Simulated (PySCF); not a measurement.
F2Zn, charge -1, multiplicity 2. Atoms are numbered in the order given.

```xyz
3

Zn     0.0000     0.0000     0.3572
F      0.0000    -1.6178    -0.5953
F      0.0000     1.6178    -0.5953
```
Charge -1, spin multiplicity 2.

Coordinates come from a PBE0-D3(BJ)/def2-SVPD optimisation. The spin state was assumed, not searched. The isomer is the one that the SMILES or the coordinates give; other isomers of the formula were not compared.

The numbers are results of PySCF with B3LYP/def2-TZVPD, not measurements.

Gas-phase values at a fixed geometry. A positive occupied level means that this level leaves the electron formally unbound; only the finite basis holds it.

```json
{
  "total_energy": "-1979.32559 hartree",
  "point_group": "C2v",
  "α spin, highest occupied and lowest empty level": "0.16 and 3.28 eV",
  "β spin, highest occupied and lowest empty level": "-3.66 and 2.25 eV",
  "dipole_moment_about_the_centre_of_nuclear_charge": "1.13 D",
  "mean_static_polarisability": "67.2 bohr³ (9.96 Å³)",
  "polarisability_principal_values": "65.7, 67.1, 68.9 bohr³",
  "⟨S²⟩": "0.751 (pure state 0.75)"
}
```
